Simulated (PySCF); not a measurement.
Ionisation of 3-chlorophenol

System: `Oc1cccc(Cl)c1` (C6H5ClO). Optimised structure (Å), atoms numbered from 1:
```
O    -2.1060   -1.3571   -0.1638
C    -0.9852   -0.6141   -0.0780
C    -0.9974    0.7822   -0.1651
C     0.1979    1.4912   -0.0718
C     1.4116    0.8342    0.1086
C     1.4031   -0.5589    0.1956
Cl    2.8992   -1.4033    0.4228
C     0.2247   -1.2914    0.1052
H    -2.8646   -0.7770   -0.2875
H    -1.9445    1.3113   -0.3061
H     0.1814    2.5814   -0.1420
H     2.3518    1.3814    0.1810
H     0.2298   -2.3793    0.1741
```

Level of theory: ωB97X-D3(BJ)/ma-def2-TZVP single points in PySCF, grid level 2; every species was optimised with PBE0-D3(BJ)/def2-SVP. Zero-point and thermal terms (298.15 K, 1 bar) come from unscaled PBE0-D3(BJ)/def2-SVP harmonic frequencies, with soft modes damped to free rotors in the entropy.

Frontier levels of the parent: HOMO -8.98 eV, LUMO 0.91 eV.

Oxidation to the radical cation:
```
Vertical ionisation energy (electronic)              : 8.75 eV
Adiabatic ionisation energy (with zero-point energy) : 8.55 eV
Adiabatic, electronic part                           : 8.56 eV
Vertical gap at the product's structure              : 8.32 eV
Inner reorganisation energy (four-point)             : 432 meV
Relaxation of product / of parent                    : 188 / 244 meV
⟨S²⟩ of the product                                  : 0.779
Largest spin populations                             : C5 0.47, C3 0.28, C2 0.17, O1 0.17
Largest changes of atomic charge                     : C5 0.17, O1 0.15, Cl7 0.15, C2 0.11
Distances that move most (Å)                         : O1–C2 1.347 → 1.301; C2–C3 1.399 → 1.443; C5–C6 1.396 → 1.439; C6–Cl7 1.733 → 1.691
Potential in DMF                                     : 6.35 V absolute, 1.81 V against Fc+/Fc computed at 4.54 V (solvation -28 → -238 kJ/mol)
```

Solvents are IEF-PCM continua (electrostatics only, gas-phase structures); absolute potentials refer to an electron at rest in vacuum. Fc+/Fc in DMF, 4.54 V, is ωB97X-D3(BJ)/ma-def2-TZVP on PBE0-D3(BJ)/def2-SVP structures with GFN2-xTB thermal terms. Benchmark calculations put it near 5.0 V in acetonitrile and DMSO, so it is about 0.5 V low, and the value against it can read up to that much too high.

Measured values (NIST Chemistry WebBook, evaluated or the median of agreeing entries): adiabatic ionisation energy 8.65 eV (computed 8.55, difference -0.11).

Caveats: spin-orbit coupling is left out of the energies, which matters for open shells on the heavier atoms.

Differences come from unrounded values, so a last digit can differ from that of the printed terms.
